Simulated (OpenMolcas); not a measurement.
Ar IV: Slater's ratio, worked from levels

- Program: OpenMolcas
- Basis: ANO-RCC-VTZP [5s4p2d1f]
- Scalar Hamiltonian: DKH2, point nucleus
- Active space: 5 electrons in 9 orbitals (RAS2 3s 3p; RAS3 3d, at most 2 electrons)
- State averaging: 2S+1 = 4 odd, 1 root; 2S+1 = 2 odd, 11 roots; 2S+1 = 4 even, 3 roots; 2S+1 = 2 even, 9 roots
- Spin-orbit coupling: RASSI with atomic mean-field integrals over the reference wave functions, term energies averaged over their components

Methods: RASSCF; MS-RASPT2, IPEA 0.25 Eh, imaginary shift 0.1 Eh (closed shells correlated: 2s 2p). Measured levels: Saloman, J. Phys. Chem. Ref. Data 39, 033101 (2010).

**Slater's ratio.** With one set of orbitals, p3 has ²D° - ⁴S° = 9 F2 and ²P° - ²D° = 6 F2 (F2 = F²/25), a ratio of 2/3. Term energies are centres of gravity, weighted by 2J + 1.

```csv
Source,²D° - ⁴S°,²P° - ⁴S°,F2 from the first,Ratio
RASSCF,25115,39290,2791,0.564
MS-RASPT2,22090,36251,2454,0.641
measured,21168,34973,2352,0.652
```

Energies in cm-1. A ratio away from 2/3 shows effects beyond one configuration with one set of orbitals, and in heavier atoms second-order spin-orbit shifts.

The run also gave levels led by 3s² 3p² 3d, which use shells meant for correlation; these and all levels above them are left out. Measured partners are found by configuration, term and J. A level has none where our copy of the source lacks it or the pairing is in doubt (some pairs that miss far off the trend of their configuration count as doubtful), and it then counts in no deviation. Levels of configurations outside the active space are missing.

° marks odd parity.
